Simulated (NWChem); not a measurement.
System: SiNH4Br; SMILES [SiH2](Br)N

Input file for NWChem:

```
start job
memory heap 200 mb stack 900 mb global 1100 mb
geometry units angstroms noautoz
  Si     0.571168     1.047197     0.050733
  N     -0.727174     2.171040     0.128364
  Br     0.008776    -1.114022    -0.374998
  H      1.461836     1.450307    -1.058747
  H      1.242627     1.029358     1.368150
  H     -1.364597     2.146802     0.916456
  H     -1.216758     2.430752    -0.720656
end
basis spherical
  * library def2-svp
end
dft
  xc m06-2x
  iterations 150
  vectors input atomic output neutral.movecs
end
task dft energy
charge 1
dft
  odft
  mult 2
  vectors input atomic output cation.movecs
end
task dft energy
```

Structure relaxed at the B3LYP/6-31G* (spherical d) level.

Ions are spin-unrestricted doublets at the neutral geometry; other ion states weren't tried.

### Question
Predict the main results of this run. (M06-2X/def2-SVP, vertical spin-unrestricted ions.) Quantities: vertical ionisation energy, ΔSCF (eV); −ε(HOMO) (eV).

### Answer
```yaml
vertical ionisation energy, ΔSCF (eV): 10.35
"−ε(HOMO) (eV)": 9.05
```
